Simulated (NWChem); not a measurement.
System: C₂H₃F₂NSi; SMILES F[C@H]1N=C[Si@@H]1F

Input file for NWChem:

```
start job
memory heap 200 mb stack 900 mb global 1100 mb
geometry units angstroms noautosym nocenter noautoz
  F     -1.160242    -1.849059    -0.142188
  C     -0.358269    -0.914581     0.471413
  N      1.082166    -1.154668     0.189504
  C      1.532480     0.007155    -0.166436
  Si    -0.150170     0.810924    -0.345551
  F     -0.546002     2.178519     0.417210
  H     -0.524929    -0.975133     1.552212
  H      2.596799     0.162998    -0.341880
  H     -0.647237     0.917660    -1.740899
end
basis spherical
  * library 6-31g*
end
dft
  xc b3lyp
  iterations 150
end
cosmo
  do_cosmo_smd true
  solvent water
end
task dft energy
```

All runs use the structure optimised with B3LYP/6-31G* (spherical d). Solvent: water.

Level: B3LYP/6-31G* with SMD (1 M gas to 1 M solution), gas-phase geometry. Reactions with the solvent are ignored.

Problem. Predict the main results of this run. (B3LYP/6-31G* (spherical d), SMD on the gas-phase geometry.) Quantities: solvation free energy (kcal/mol); cavity-dispersion-structure term (kcal/mol); dipole in solution (D).

Solution. 
| Quantity | Result |
|---|---|
| solvation free energy (kcal/mol) | -2.2 |
| cavity-dispersion-structure term (kcal/mol) | 3.4 |
| dipole in solution (D) | 2.19 |
